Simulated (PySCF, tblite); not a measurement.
C₅H₇NS.
Numbering: `[CH3:1][CH2:2][c:3]1[cH:4][n:5][cH:6][s:7]1` (hydrogens: H8, H9, H10 on C1; H11, H12 on C2; H13 on C4; H14 on C6)

Computed with GFN2-xTB (tblite), gas phase: Langevin dynamics at 600 K from the optimised GFN2-xTB geometry, time step 0.5 fs, friction 0.01 fs⁻¹, 2000 steps. Over the second half of the run the saved frames average 607 K.

Frame at 250 fs, instantaneous temperature 571 K:
```
atom  x, y, z in Å
C1     -2.055   -0.087    0.143
C2     -0.899    0.047   -0.847
C3      0.424   -0.390   -0.355
C4      1.024   -1.545    0.119
N5      2.316   -1.524    0.365
C6      2.838   -0.414    0.181
S7      1.615    0.845   -0.196
H8     -2.908    0.076   -0.627
H9     -2.015    0.732    0.847
H10    -2.140   -1.010    0.691
H11    -1.206   -0.552   -1.646
H12    -0.882    1.096   -1.125
H13     0.462   -2.463    0.126
H14     3.857   -0.099    0.481
```

Frame at 425 fs, instantaneous temperature 723 K:
```
atom  x, y, z in Å
C1     -1.739   -0.411   -0.245
C2     -0.486   -0.242   -1.080
C3      0.724   -0.442   -0.246
C4      1.279   -1.615    0.021
N5      2.520   -1.505    0.766
C6      2.912   -0.327    0.912
S7      1.811    0.913    0.289
H8     -2.675   -0.445   -0.704
H9     -1.825    0.245    0.643
H10    -1.510   -1.362    0.163
H11    -0.483   -0.935   -1.992
H12    -0.391    0.857   -1.482
H13     0.807   -2.611   -0.238
H14     3.803    0.002    1.372
```

Frame at 625 fs, instantaneous temperature 695 K:
```
atom  x, y, z in Å
C1     -1.504   -0.461   -0.533
C2     -0.199    0.217   -0.817
C3      0.893   -0.182    0.148
C4      1.678   -1.275    0.289
N5      2.887   -1.249    0.948
C6      3.038   -0.078    1.532
S7      1.876    1.101    0.849
H8     -2.386   -0.008   -0.869
H9     -1.595   -0.382    0.535
H10    -1.624   -1.572   -0.929
H11     0.153    0.027   -1.774
H12    -0.286    1.244   -0.829
H13     1.276   -2.194   -0.028
H14     3.935    0.211    2.079
```

Frame at 800 fs, instantaneous temperature 626 K:
```
atom  x, y, z in Å
C1     -1.103   -0.720   -0.398
C2      0.112    0.166   -0.742
C3      1.268   -0.137    0.137
C4      1.843   -1.323    0.481
N5      2.929   -1.211    1.407
C6      3.060   -0.048    1.875
S7      1.979    1.113    1.342
H8     -1.922   -0.243   -0.046
H9     -0.762   -1.357    0.488
H10    -1.461   -1.238   -1.333
H11     0.324    0.176   -1.892
H12    -0.287    1.223   -0.511
H13     1.364   -2.251    0.024
H14     3.917    0.009    2.492
```

Frame at 1000 fs, instantaneous temperature 592 K:
```
atom  x, y, z in Å
C1     -1.174   -0.016    0.672
C2     -0.213   -0.376   -0.495
C3      1.216   -0.464    0.165
C4      1.979   -1.508    0.405
N5      3.098   -1.258    1.090
C6      3.182   -0.050    1.559
S7      1.715    0.932    1.119
H8     -0.830    0.916    1.117
H9     -1.120   -0.888    1.349
H10    -2.226    0.038    0.435
H11    -0.683   -1.167   -1.037
H12    -0.100    0.479   -1.286
H13     1.749   -2.477    0.035
H14     3.868    0.283    2.340
```

Q: What do single points at PBE0/pcSseg-1 (PySCF, gas phase) give on these frames?

A: 
```csv
t (fs),GFN2-xTB E above start (eV),DFT E above lowest frame (eV),HOMO (eV),LUMO (eV),dipole (D)
250,0.73,0.00,-6.90,-0.81,1.96
425,0.84,0.04,-7.40,-0.62,1.73
625,1.17,0.35,-7.13,-1.13,2.20
800,1.42,0.69,-7.28,-0.71,2.30
1000,0.85,0.12,-7.20,-1.00,1.94
```

Both levels order the frames alike by energy; measured from each level's lowest frame they differ by 0.09 eV at most. The HOMO–LUMO gap runs from 6.00 to 6.78 eV. These are instantaneous structures, not minima.

Q: And the isotropic GIAO shieldings (ppm) from the same runs?

A: 
| atom | 250 fs | 425 fs | 625 fs | 800 fs | 1000 fs | mean | range |
| --- | --- | --- | --- | --- | --- | --- | --- |
| C1 | 162.3 | 169.5 | 173.0 | 159.8 | 156.4 | 164.2 | 16.6 |
| C2 | 164.0 | 156.7 | 173.1 | 160.9 | 152.4 | 161.4 | 20.7 |
| C3 | 30.3 | 23.7 | 38.3 | 7.1 | 24.3 | 24.7 | 31.2 |
| C4 | 51.6 | 35.6 | 39.0 | 29.2 | 52.3 | 41.5 | 23.1 |
| N5 | -72.3 | -121.2 | -129.1 | -121.2 | -112.3 | -111.2 | 56.8 |
| C6 | 34.0 | 36.6 | 12.4 | 39.0 | 20.2 | 28.4 | 26.6 |
| S7 | 148.2 | 138.6 | 109.7 | 172.2 | 145.7 | 142.9 | 62.5 |
| H8 | 28.3 | 31.5 | 31.2 | 31.5 | 29.8 | 30.5 | 3.2 |
| H9 | 30.1 | 30.0 | 30.4 | 28.8 | 29.9 | 29.8 | 1.6 |
| H10 | 30.2 | 31.0 | 28.0 | 28.5 | 30.3 | 29.6 | 3.0 |
| H11 | 29.4 | 27.7 | 30.3 | 27.1 | 29.0 | 28.7 | 3.2 |
| H12 | 28.6 | 26.9 | 30.5 | 27.1 | 27.3 | 28.1 | 3.6 |
| H13 | 24.4 | 23.0 | 24.4 | 22.4 | 24.4 | 23.7 | 2.0 |
| H14 | 23.0 | 23.8 | 22.4 | 23.4 | 22.5 | 23.0 | 1.4 |

The cost below is that of the whole dynamics run. The run took 9.1 s wall on an Arm Neoverse V2 with one thread, shared host with 48 logical CPUs at a one-minute load of 38, and the process peaked at 0.19 GiB of memory.
